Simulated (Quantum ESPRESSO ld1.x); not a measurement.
The table gives one normalised radial function P(r) = r R(r) of Co in [Ne] 3s2 3p4 3d7 4s2 4f2 (r in bohr). All-electron calculation, scalar-relativistic Kohn-Sham, LDA (Slater exchange, VWN5 correlation), spin-polarised, spherical densities, point nucleus; open shells are filled with parallel spins first. Program: ld1.x of Quantum ESPRESSO 7.5.

r	P
0.002539	0.0000
0.003497	0.0000
0.004777	0.0000
0.006579	0.0000
0.008988	0.0000
0.01238	0.0000
0.01691	0.0000
0.02329	0.0000
0.03181	0.0000
0.04381	0.0000
0.05985	0.0000
0.08243	0.0000
0.1126	0.0000
0.1551	0.0000
0.2119	0.0001
0.2918	0.0003
0.3986	0.0007
0.5489	0.0017
0.7499	0.0037
1.033	0.0079
1.411	0.0164
1.943	0.0339
2.654	0.0644
3.655	0.1127
4.994	0.1775
6.877	0.2541
9.395	0.3027
12.94	0.2789
17.68	0.1744
24.34	0.0619
33.25	0.0126

Which n and l does it have? It may be an empty orbital.

Answer. n = 4, l = 3: the number of nodes gives n - l - 1 = 0, the rise at small r (about r^(l+1)) gives l, and the extent must fit the shell. The curve is that of 4f down; the table hardly tells the two spins apart. 4f down (empty): eigenvalue -0.350 eV, 0 radial nodes, <r> = 11.7 bohr, 90 % of the charge inside 17.7 bohr.
